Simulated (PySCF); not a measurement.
## Peak assignment

Atom-mapped SMILES (the numbers label the heavy atoms): `[F:1][CH2:2][SiH2:3][O:4][C@:5]12[CH2:6][C@H:7]1[CH2:8]2` (H(Xn): hydrogen on atom n). Ha(C8) is cis to C6 on the ring; Ha(C6) is cis to C8 on the ring; Hb(C8) is trans to C6 on the ring; Hb(C6) is trans to C8 on the ring.

No solvent, averaged over atoms made equivalent by symmetry, fast rotation or ring inversion, one conformer, relativity neglected. NMR shieldings at PBE0/pcSseg-1/GIAO; GFN2-xTB structure; PySCF 2.14.0 with density-fitted response routines.

Chemical shifts δ = σref − σ; TMS for ¹³C (186.93 ppm) and ¹H (31.72 ppm), all at this level.

**Question.** Assign these signals to the numbered atoms. ¹³C{¹H} NMR (computed): δ 82.4, 54.0, 34.9, 6.6.

**Answer.** 
| δ (ppm) | atoms | environment | reason |
| --- | --- | --- | --- |
| 82.4 | C2 | sp3 CH2 bonded to F and Si | pulled downfield by the heteroatom |
| 54.0 | C5 | three-membered-ring carbon | pulled downfield by the heteroatom |
| 34.9 | C6/C8 | three-membered-ring carbon | – |
| 6.6 | C7 | three-membered-ring carbon | – |

**Question.** Assign these signals to the numbered atoms. ¹H NMR (500 MHz, computed): δ 4.97 (m, 2H), 4.76 (m, 2H), 2.04 (m, 2H), 1.87 (m, 1H), 0.77 (m, 2H).

**Answer.** 
```tsv
δ (ppm)	atoms	environment	reason
4.97	H(Si3)	hydrogen on a silicon bonded to C, O	–
4.76	H(C2)	hydrogen on an sp3 CH2 bonded to F and Si	its carbon carries F, which withdraws density
2.04	Hb(C6)/Hb(C8)	hydrogen on a three-membered-ring carbon	–
1.87	H(C7)	hydrogen on a three-membered-ring carbon	–
0.77	Ha(C6)/Ha(C8)	hydrogen on a three-membered-ring carbon	cyclopropane-type protons are shielded by the ring
```

Splittings by ¹⁹F in the carbon and heteronuclear signals aren't shown, as no couplings were computed. Shifts are as computed. Against solution values, carbons near 30 ppm lie about +3 ppm off and those near 130 ppm about +5 ppm. Of 1309 compounds with measured shifts, 239 miss one by over three times the rms of a fit or turn the order of signals round; such compounds aren't used in these exercises. Multiplicities follow the n + 1 count of equivalent neighbours, as no J values were calculated; m marks all less simple cases, F and P coupling included.
